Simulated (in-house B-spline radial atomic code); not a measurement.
Successive ionisation energies of rhenium; each step leads to the configuration of the next row (after the last: [Ar] 3d10 4s2 4p1/2(1)). Dirac energy differences include first-order Breit, QED and recoil terms. NIST's values go from ground level to ground level; the uncertainty of those that are theory runs from under 0.1 % in few-electron ions to several per cent in heavy many-electron ones. Computed with a B-spline radial code for spherical atoms: Dirac-Hartree-Fock, jj configuration that fills j = l - 1/2 first, finite nuclei.

A number in brackets counts the electrons of a j subshell.

| ion | configuration | ionisation energy (eV) | tabulated value (eV) | tabulated kind | computed minus tabulated (eV) | highest orbital | largest mean radius (bohr) |
| --- | --- | --- | --- | --- | --- | --- | --- |
| Re37+ | [Kr] 4d3/2(2) | 1639.7 | 1641 | tabulated theory | -1.3 | 4d3/2 | 0.41953 |
| Re38+ | [Kr] 4d3/2(1) | 1695.8 | 1696 | tabulated theory | -0.2 | 4d3/2 | 0.41707 |
| Re39+ | [Ar] 3d10 4s2 4p6 | 1911.9 | 1912 | tabulated theory | -0.1 | 4p3/2 | 0.41463 |
| Re40+ | [Ar] 3d10 4s2 4p1/2(2) 4p3/2(3) | ? | ? | tabulated theory | ? | ? | ? |
| Re41+ | [Ar] 3d10 4s2 4p1/2(2) 4p3/2(2) | 2023.8 | 2025 | tabulated theory | -1.2 | 4p3/2 | 0.4098 |
| Re42+ | [Ar] 3d10 4s2 4p1/2(2) 4p3/2(1) | ? | ? | tabulated theory | ? | ? | ? |
| Re43+ | [Ar] 3d10 4s2 4p1/2(2) | 2239.0 | 2240 | tabulated theory | -1.0 | 4p1/2 | 0.38947 |

(1) Fill in the row of Re40+.

(2) Fill in the row of Re42+.

## Answers

(1) ionisation energy (eV): 1967.6; tabulated value (eV): 1966; computed minus tabulated (eV): 1.6; highest orbital: 4p3/2; largest mean radius (bohr): 0.41208.

(2) ionisation energy (eV): 2080.5; tabulated value (eV): 2080; computed minus tabulated (eV): 0.5; highest orbital: 4p3/2; largest mean radius (bohr): 0.40755.
